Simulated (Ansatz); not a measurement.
Reaction (substitution at a C–O bond): `CC(F)OCF` + `BN` → `BNC(C)F` + `OCF`

Gas-phase electronic energies from Ansatz, PBE0-D4/def2-TZVP geometries. CBS: MP2 limit from def2 TZ/QZ plus the TZ coupled-cluster correction, frozen cores. This one scheme is used for every species. DFT in def2-TZVPP. B3LYP here is the variant with VWN-RPA as its local correlation; programs differ in this. HSE06 is defined as in plane-wave codes. Each species was taken in one conformer, which may not be the lowest.

`CC(F)OCF`:

Z-matrix (Å, degrees):
```
C
C 1 1.497
H 1 1.090 2 109.8
H 1 1.090 2 109.9 3 -120.1
H 1 1.091 2 109.5 3 119.7
F 2 1.385 1 109.6 3 177.8
O 2 1.390 1 108.9 3 -63.4
H 2 1.095 1 113.0 3 59.9
C 7 1.378 2 114.9 1 169.2
F 9 1.377 7 110.5 2 -75.2
H 9 1.090 7 107.1 2 167.3
H 9 1.094 7 112.0 2 44.3
```

`BN`:

```xyz
6

B     0.635    0.148    0.203
N    -0.653   -0.152   -0.209
H     1.526    0.095   -0.594
H     0.823    0.452    1.345
H    -1.448   -0.128    0.407
H    -0.883   -0.415   -1.152
```

`BNC(C)F`:

```xyz
12

B     0.825   -1.788    0.570
N     0.383   -0.762   -0.256
C    -0.626    0.191    0.061
C    -0.249    1.602   -0.308
F    -1.794   -0.130   -0.629
H     0.352   -1.887    1.664
H     1.673   -2.527    0.167
H     0.762   -0.656   -1.187
H    -0.857    0.094    1.125
H    -1.073    2.281   -0.088
H     0.630    1.916    0.256
H    -0.026    1.666   -1.376
```

`OCF`:

```xyz
6

O     0.915   -0.239   -0.525
C    -0.115    0.152    0.289
F    -0.949   -0.909    0.579
H     0.572   -0.426   -1.404
H    -0.747    0.925   -0.164
H     0.324    0.497    1.226
```

```tsv
level	ΔE (kJ/mol)	difference from CCSD(T)/CBS
LDA (SPW92)	3.6	1.6
PBE-D4	1.4	-0.6
revPBE-D4	-0.7	-2.7
PBE0-D4	1.3	-0.7
HSE06-D4	1.3	-0.7
BHLYP-D4	5.0	3.0
revPBE	1.2	-0.8
B3LYP	4.7	2.7
r2SCANh	5.9	3.9
r2SCAN0	5.1	3.1
LC-ωPBE	3.2	1.2
RPA@PBE/def2-TZVPP	4.8	2.8
HF/def2-SVP	11.1	9.1
MP2/def2-SVP	6.6	4.6
HF/def2-TZVPP	8.1	6.1
CCSD(T)/def2-TZVPP	3.6	1.6
CCSD(T)/CBS	2.0	0
```

Largest T1 diagnostic among the species: 0.012.

At CCSD(T), def2-SVP lies +7.2 kJ/mol from the extrapolated value and def2-TZVPP +1.6 kJ/mol. In def2-TZVPP, CCSD(T) changes the Hartree–Fock value by −4.5 kJ/mol (the triples alone add +0.0 kJ/mol) and MP2 by −7.2 kJ/mol. Leaving LDA and LC-ωPBE aside and taking each functional with its dispersion term where it has one, the values, not all of them listed here, spread over 8.1 kJ/mol, from revPBE-D4 to B97M-V.
